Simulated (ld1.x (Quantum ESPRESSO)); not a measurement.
# An all-electron radial function and its pseudo partner (zinc)

Columns: radius, all-electron u(r) and pseudo u(r) of the 3p shell (level -125.06 eV) of zinc in the configuration [Ne] 3s2 3p6 3d9 4s0 4p0; PBE, scalar-relativistic, RRKJ scheme, ld1.x (Quantum ESPRESSO) 7.5.

```
r (bohr)  all-electron   pseudo
   0.068        0.5046  -0.0413
   0.135        0.6629  -0.1581
   0.202        0.3431  -0.3369
   0.270       -0.1529  -0.5591
   0.338       -0.6133  -0.7924
   0.405       -0.9512  -1.0018
   0.473       -1.1645  -1.1651
   0.540       -1.2647  -1.2598
   0.608       -1.2825  -1.2846
   0.675       -1.2434  -1.2488
   0.742       -1.1693  -1.1725
   0.810       -1.0742  -1.0747
   0.878       -0.9705  -0.9705
   0.945       -0.8672  -0.8672
   1.013       -0.7660  -0.7660
   1.080       -0.6726  -0.6726
   1.148       -0.5857  -0.5857
   1.215       -0.5083  -0.5083
   1.283       -0.4383  -0.4383
   1.350       -0.3774  -0.3774
   1.418       -0.3231  -0.3231
   1.485       -0.2765  -0.2765
   1.553       -0.2355  -0.2355
   1.620       -0.2006  -0.2006
   1.688       -0.1701  -0.1701
   1.755       -0.1444  -0.1444
```

(1) How many radial nodes do the two functions have?

(2) At about which radius was the pseudo-wave matched?

(3) Where does each function peak?

(4) Is the pseudo-wave norm-conserving?

## Answers

(1) The all-electron 3p function has n − l − 1 = 1; the pseudo-wave has 0, since the states of the same l below it are removed with the core.

(2) 0.85 bohr, where the columns begin to agree (steps of 0.07 bohr).

(3) Outermost all-electron maximum near 0.61 bohr, pseudo maximum near 0.61 bohr (to the table’s step).

(4) Yes: the RRKJ scheme keeps the norm inside the radius equal to the all-electron one, which fixes the energy derivative of the logarithmic derivative at the level.
